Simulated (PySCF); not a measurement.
# Two-component Hartree-Fock for Ti⁺ (titanium, charge +1)

Start: [Ar] 3d1 4s1 5s1; 3d5/2 filled at m_j = +5/2; 4s1/2 filled at m_j = +1/2; 5s1/2 filled at m_j = +1/2. Calculated with PySCF 2.14 in x2c-TZVPall-2c with one added diffuse shell each of s, p, d type (7s8p5d1f, 63 functions): generalised Hartree-Fock with the X2C-1e Hamiltonian and a Gaussian nucleus; one run each with spin-orbit coupling (SO) switched off, then screened by Boettger's factors. This is a chosen level, not necessarily the ground level.

| spinor shell | electrons | ε, spin-free (eV) | ε, screened SO (eV) | weight of nominal j (screened SO) | rms radius, screened SO (bohr) |
| --- | --- | --- | --- | --- | --- |
| 1s1/2 | 2 | -5036.5 | -5036.5 | 1.000 | 0.0804 |
| 2s1/2 | 2 | -608.67 | -608.67 | 1.000 | 0.350 |
| 2p1/2 | 2 | -504.26 | -508.13 | 0.997 | 0.318 |
| 3s1/2 | 2 | -97.258 | -97.263 | 1.000 | 1.06 |
| 3p3/2 | 4 | -66.550 | -66.894 | 0.876 | 1.15 |
| 3p1/2 | 2 | -66.550 | -65.883 | 0.752 | 1.15 |
| 3d5/2 | 1 | -28.779 | -28.757 | 1.000 | 1.44 |
| 4s1/2 | 1 | -17.842 | -17.843 | 1.000 | 3.13 |
| 5s1/2 | 1 | -6.167 | -6.167 | 1.000 | 7.24 |

(1) Where does 2p3/2 lie, and what is the 2p spin-orbit splitting (screened SO)?

```tsv
quantity	spin-free	screened SO
E (hartree)	-852.10883	-852.11460
M_J	7/2	7/2
⟨J²⟩	15.757	15.757
⟨L²⟩	6.006	6.006
⟨S²⟩	3.751	3.751
```

Each row is a mean over spinors that exchange with the open shell spreads, by up to 5.479 eV (3p3/2).

Rows whose weight is well below 1 are mixtures of j = l ± 1/2: exchange outweighs spin-orbit coupling there, and the label is only the starting occupation.

Without spin-orbit coupling the j labels of p, d and f shells carry no meaning; the spin-free column gives the mean over the occupied spinors of each nl shell.

Results:

(1) At -502.36 eV, 5.770 eV above 2p1/2.
